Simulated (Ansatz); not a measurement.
Mulliken charges of BrClGeH₄Si, SMILES `[Cl][GeH2][SiH2]Br` from ωB97M-V/def2-TZVPP in Ansatz (PBE0-D4/def2-TZVP geometry).

| atom | x (Å) | y (Å) | z (Å) | charge (e) |
| --- | --- | --- | --- | --- |
| Cl1 | -2.118 | 1.540 | -0.001 | -0.282 |
| Ge2 | 0.011 | 1.183 | 0.103 | 0.161 |
| Si3 | 0.289 | -1.184 | 0.070 | 0.208 |
| Br4 | -0.450 | -1.944 | -1.879 | -0.178 |
| H5 | 0.638 | 1.877 | -1.115 | 0.045 |
| H6 | 0.502 | 1.835 | 1.406 | 0.037 |
| H7 | 1.721 | -1.551 | 0.204 | 0.001 |
| H8 | -0.501 | -1.812 | 1.155 | 0.009 |

Q: By hand: the dipole of these point charges (1 e Å = 4.8032 D).

A: Σ q r = (0.784, -0.010, 0.378) e Å, of length 0.870 e Å = 4.18 D.

Q: How does the dipole of the full density compare? (An estimate is asked.)

A: The calculation gave: (0.458, -0.030, 0.218) e Å, 2.44 D; the point charges give 1.71 times that, at 3° from its direction.

Point charges leave out the atoms' own dipoles, such as those of lone pairs, and Mulliken's split depends on the basis, so the two needn't agree.
